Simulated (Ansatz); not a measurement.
Saddle point of Si4H12O4, closed shell (Si₄H₁₀O₃ ([SiH3][O][SiH]([O][SiH3])[O][SiH3]) + H₂O → Si₃H₈O₃ ([OH][SiH]([O][SiH3])[O][SiH3]) + SiH₄O ([OH][SiH3]); bonds formed: Si1–O10, O2–H9; bonds broken: Si1–O2, H9–O10), PBE0-D4/def2-TZVP structure:

```
20
angstrom
Si -0.9023 0.2345 0.4314
O 0.0035 0.3957 -1.2304
Si 1.0837 -0.6521 -1.9221
O -0.1473 1.5596 1.0252
Si 1.0590 2.5565 0.5245
O -0.2052 -1.2435 0.6244
Si -0.3034 -2.5147 1.6588
H -1.9934 0.1243 1.4421
H -1.2035 0.6566 -1.5234
O -2.1436 0.5458 -0.8878
H 0.4549 -1.9655 -2.2139
H 1.5187 -0.0355 -3.2024
H 2.2574 -0.8339 -1.0368
H 2.2809 1.8002 0.1487
H 0.6162 3.3768 -0.6336
H 1.3768 3.4580 1.6595
H -0.5248 -3.7497 0.8653
H -1.4216 -2.3351 2.6202
H 0.9760 -2.6298 2.4025
H -2.7820 1.2515 -0.7524
```

Energies are electronic, without zero-point energy. Barriers and step energies count from the start structure reached by relaxing down the imaginary mode; all methods use the PBE0-D4 structures, on which another method's saddle can fall below an end. Computed with Ansatz 0.2.0 (basis: def2-TZVPP, with def2-QZVPP for the basis limit); correlated methods freeze the cores. B3LYP uses VWN-RPA correlation. Extrapolation: Hartree–Fock as exp(−7.88 √X), correlation as X^−2.97.

```
      method  barrier (eV)  step energy (eV)
       SPW92         0.758             0.005
      PBE-D4             ?             0.060
     BLYP-D4         1.379             0.081
   r2SCAN-D4             ?             0.099
      B97M-V             ?             0.099
     PBE0-D4         1.310             0.085
    B3LYP-D4         1.469             0.093
  r2SCAN0-D4         1.383             0.109
    BHLYP-D4         1.631             0.123
CAM-B3LYP-D4         1.450             0.090
     wB97X-V         1.422             0.108
     wB97M-V         1.378             0.112
      B2PLYP         1.509             0.133
    PBE-QIDH         1.390             0.132
  RPA on PBE         1.455             0.157
          HF         2.185             0.204
         MP2         1.385             0.143
        CCSD         1.572             0.155
     CCSD(T)         1.452             0.144
```

Fill in the withheld barriers. (Judge from chemistry; the value comes from the calculation.)

By the calculation: PBE-D4 1.171; B97M-V 1.458; r2SCAN-D4 1.294 eV. Each is the energy of the saddle less that of the start structure, by the same method.

For comparison, the barrier by CCSD(T) at an estimated basis limit (MP2 extrapolated from triple and quadruple zeta, plus CCSD(T) − MP2 in triple zeta) is 1.480 eV.

No T1 diagnostic of these runs exceeds 0.013.

Labels in which every atom is bracketed show which atoms are joined, not bond orders.

For scale, one of the runs: CCSD(T)/def2-TZVPP, 460 basis functions, launched by `ansatz run in.yaml --threads 4 --pin off --events-out ev --progress --plain --max-ram 63488MiB --backend cuda --devices 0, --max-vram 37GiB`. Hardware: 4 CPU threads of an AMD EPYC 7R13 and a share of one NVIDIA H100, shared host. Wall time 46 s; peak host memory 1.3 GiB.
